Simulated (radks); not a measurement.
Coulomb parameter of the 4d shell of the silver ion Ag3+ in the model configuration [Kr] 4d6.5 5p1.5, as a second difference U = [E(n + 1) + E(n - 1) - 2 E(n)] / (1)^2 with all orbitals relaxed. "Bare": the charge of the atom changes with n. "Screened": the 5p shell takes up the change at fixed total charge, which measures U(4d,4d) + U(5p,5p) - 2 U(4d,5p). All-electron calculation, Dirac Kohn-Sham, PBEsol, spin-unpolarised, spherical densities, finite nucleus; open shells are shared between the two j in proportion to 2j + 1; Fermi nuclear charge, rms radius 4.5454 fm. Program: a radial shooting solver on a logarithmic mesh with Libxc functionals.

case            configuration  E - E(n) (eV)
start        [Kr] 4d6.5 5p1.5          0.000
bare +1      [Kr] 4d7.5 5p1.5        -44.455
bare -1      [Kr] 4d5.5 5p1.5         60.324
screened +1  [Kr] 4d7.5 5p0.5        -23.434
screened -1  [Kr] 4d5.5 5p2.5         26.902

U(bare) = 15.869 eV, U(screened by 5p) = 3.468 eV.
